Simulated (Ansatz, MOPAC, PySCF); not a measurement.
Species: SnH (charge +1, singlet). SMILES: [SnH+]
Structure (B3LYP-D3(BJ)/def2-TZVP (Ansatz, a program for electronic structure) minimum search):
```
Sn
H 1 1.7670
```
Charge +1, spin multiplicity 1.

Property: vertical electron affinity to the doublet, in eV. Set-up: each state is the SCF solution reached for its charge and spin; 6-31G* and kin with 6d, 5d where marked; no spin-orbit coupling; UHF or UKS for open shells; STO-3G and 3-21G all-electron and non-relativistic; PM7 with its own dispersion and hydrogen-bond terms; frozen cores in correlated levels (noble-gas shells and the d and f shells of earlier blocks); LANL2DZ with its own core potentials from Na on; def2 sets with scalar-relativistic core potentials past Kr. First-principles rows: single points at B3LYP-D3(BJ) geometries (Ansatz). Semi-empirical rows: differences of heats of formation at the shared geometry for vertical values.

```json
[
 {"level": "AM1", "program": "MOPAC", "vertical electron affinity to the doublet (eV)": "5.76"},
 {"level": "PM3", "program": "MOPAC", "vertical electron affinity to the doublet (eV)": "7.27"},
 {"level": "PM6", "program": "MOPAC", "vertical electron affinity to the doublet (eV)": "6.89"},
 {"level": "PM7", "program": "MOPAC", "vertical electron affinity to the doublet (eV)": "6.76"},
 {"level": "MNDO", "program": "MOPAC", "vertical electron affinity to the doublet (eV)": "7.09"},
 {"level": "HF/6-31G* with LANL2DZ past Ar", "program": "Ansatz", "vertical electron affinity to the doublet (eV)": "6.82"},
 {"level": "PBE/6-31G* with LANL2DZ past Ar", "program": "Ansatz", "vertical electron affinity to the doublet (eV)": "7.34"},
 {"level": "B3LYP/STO-3G", "program": "Ansatz", "vertical electron affinity to the doublet (eV)": "4.40"},
 {"level": "B3LYP/3-21G", "program": "Ansatz", "vertical electron affinity to the doublet (eV)": "7.09"},
 {"level": "B3LYP/6-31G* with LANL2DZ past Ar", "program": "Ansatz", "vertical electron affinity to the doublet (eV)": "7.30"},
 {"level": "M06-2X/6-31G* with LANL2DZ past Ar (5d)", "program": "PySCF", "vertical electron affinity to the doublet (eV)": "7.03"},
 {"level": "MP2/6-31G* with LANL2DZ past Ar", "program": "Ansatz", "vertical electron affinity to the doublet (eV)": "6.70"},
 {"level": "wB97X-V/def2-TZVPD", "program": "Ansatz", "vertical electron affinity to the doublet (eV)": "7.09"}
]
```

No value to compare with is used here. The 12 habitual levels span 4.40 (B3LYP/STO-3G) to 7.34 eV (PBE/6-31G* with LANL2DZ past Ar); wB97X-V/def2-TZVPD gives 7.09.

The levels are drawn from those run, B3LYP/6-31G* more often than the rest, none by its result; left out are runs that failed, that the program found above a lower state of the same kind, or whose <S^2> lies over 0.5 above the pure value.
